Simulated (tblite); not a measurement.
C₈H₉P.
Atom-mapped SMILES: `[CH2:1]=[CH:2][c:3]1[cH:4][cH:5][c:6]([CH3:7])[cH:8][p:9]1` (hydrogens: H10, H11 on C1; H12 on C2; H13 on C4; H14 on C5; H15, H16, H17 on C7; H18 on C8)

Cartesian coordinates in Å at the GFN2-xTB level; atoms count from 1:
```xyz
18
C8H9P angstrom
C     -3.588    0.372    0.051
C     -2.682   -0.581   -0.145
C     -1.233   -0.449   -0.074
C     -0.607    0.721    0.342
C      0.760    0.895    0.420
C      1.690   -0.089    0.090
C      3.153    0.206    0.240
C      1.289   -1.338   -0.345
P     -0.341   -1.880   -0.552
H     -4.641    0.163   -0.030
H     -3.329    1.389    0.292
H     -3.021   -1.580   -0.399
H     -1.231    1.555    0.632
H      1.134    1.852    0.759
H      3.481   -0.055    1.247
H      3.355    1.264    0.085
H      3.743   -0.374   -0.466
H      2.058   -2.064   -0.585
```

All values are computed: GFN2-xTB (tblite) harmonic vibrations without scaling, gas phase. The method is semi-empirical: single wavenumbers can be off by several per cent or more. One conformer, not necessarily the lowest. The optimisation stopped once no atom felt more than 0.01 eV/Å.

Lowest wavenumbers of the output (negative numbers stand for imaginary wavenumbers):
```
mode    cm-1
  1     -21.2
  2      35.2
  3     110.2
  4     198.4
  5     231.7
  6     294.3
  7     333.6
  8     363.6
```

Question: Is this structure a minimum?

Answer: Not by this Hessian. 1 mode is imaginary beyond 20i (21i cm⁻¹), so at this level the point lies at or near a first-order saddle. The curvature is small, so loose convergence or finite differences may be the whole cause.

Question: Which atoms move in the imaginary mode?

Answer: 21i: H15 (methyl hydrogen) 37 %, H17 (methyl hydrogen) 31 %, H16 (methyl hydrogen) 29 %. These are shares of the mass-weighted motion.

Question: What is the remedy?

Answer: Step along that mode in both directions, optimise again with tighter thresholds and repeat the frequencies. The zero-point energy of this point (88.3 kcal/mol) counts the 47 real modes alone, and thermal corrections from it aren't those of a minimum.
